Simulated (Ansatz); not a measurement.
Spectroscopic constants of Si2-, multiplicity 4 (an upper state: multiplicity 2 came lower at CCSD(T)/def2-TZVPP on PBE0 minima).

Seven points along R, fitted to fifth degree in 1/R; most abundant isotopes. Runs in def2 and cc sets follow the lowest solution found near the PBE0 minimum.

Frozen-core correlation.

The values were computed with Ansatz (Gaussian orbitals). Each number belongs to the level named beside it.

Problem. What bond length and harmonic frequency does PBE/def2-TZVPP give?

Solution. r_e = 2.449 Å, ω_e = 373 cm⁻¹.

Problem. What bond length and harmonic frequency does PBE0/def2-TZVPP give?

Solution. r_e = 2.413 Å, ω_e = 403 cm⁻¹.

Problem. What bond length and harmonic frequency does CCSD(T)/def2-TZVPP give?

Solution. r_e = 2.423 Å, ω_e = 395 cm⁻¹.

Ansatz is a program for electronic structure.
